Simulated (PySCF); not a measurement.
A GIAO shielding run with PySCF 2.14 (density fitting, non-relativistic, gas phase) on SMILES CC[S@@](=O)CC[C@H](C)[SiH3], C6H16OSSi:

```
$ OMP_NUM_THREADS=1 python probes_run.py task.json out

{"job": {"kind": "nmr", "xc": "PBE0", "basis": "pcSseg-1"}, "charge": 0, "multiplicity": 1}
C      4.001226     0.106368     0.675379
C      2.825093     0.868840     0.100801
S      1.440454    -0.333771    -0.223525
O      1.154818    -0.939280     1.079840
C      0.157859     0.988019    -0.488384
C     -1.079067     0.409977    -1.153973
C     -1.725282    -0.726490    -0.358655
C     -2.889666    -1.305441    -1.160378
Si    -2.293413    -0.179742     1.385488
H      4.787126     0.786906     0.997063
H      3.667078    -0.473426     1.533633
H      4.413226    -0.578063    -0.062836
H      2.458938     1.612968     0.806035
H      3.068132     1.338253    -0.850445
H     -0.071725     1.401042     0.491841
H      0.612304     1.748956    -1.121628
H     -1.810490     1.212221    -1.297469
H     -0.800310     0.042516    -2.147928
H     -0.976068    -1.515367    -0.242521
H     -3.325409    -2.157690    -0.645011
H     -2.557196    -1.637822    -2.143948
H     -3.669458    -0.559003    -1.302371
H     -1.189435    -0.131999     2.334937
H     -3.319021    -1.113199     1.855433
H     -2.890652     1.159370     1.260180
```

Hardware: 1 thread of an Arm Neoverse V1, shared host. The job also computes population analyses, field gradients.

**Question.** How large is the calculation?

**Answer.** 90 electrons, 247 basis functions and 1325 auxiliary functions.

**Question.** How long does it take, and how much memory does it need?

**Answer.** 74 s of wall time, with 14 SCF cycles and 5 response iterations; peak memory 1.2 GiB. Times on a shared host scatter by some tens of per cent.
